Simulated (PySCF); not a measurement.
**Working out the ionisation energy of V**

V [Ar] 3d3 4s2 (4F) → V⁺ [Ar] 3d4 (5D). Computed with PySCF 2.14 in pcseg-2 (6s4p3d2f1g, 56 functions), with the non-relativistic Hamiltonian (point nucleus). Frozen: [Ar]. Energies in hartree (1 hartree = 27.21139 eV):

| part | V (lower) | V⁺ (upper) |
| --- | --- | --- |
| UHF | -942.873982 | -942.653804 |
| MP2 opposite-spin | -0.029762 | 0.000000 |
| MP2 same-spin | -0.024434 | -0.042663 |

**Question.** What does Hartree-Fock give?

**Answer.** (-942.653804) − (-942.873982) = 0.220178 hartree = 5.991 eV.

**Question.** What do MP2 and SCS-MP2 (6/5 opposite-spin, 1/3 same-spin) give?

**Answer.** The opposite-spin parts differ by 0.810 eV and the same-spin parts by -0.496 eV. MP2: 5.991 + (0.810) + (-0.496) = 6.305 eV. SCS-MP2: 5.991 + 1.2 × (0.810) + (-0.496)/3 = 6.798 eV.

Measured between the centres of the two terms (NIST): 6.732 eV, so MP2 (valence) is off by -0.427 eV.

The calculation is non-relativistic.

What remains against the reference includes basis incompleteness, the frozen core and correlation beyond second order.
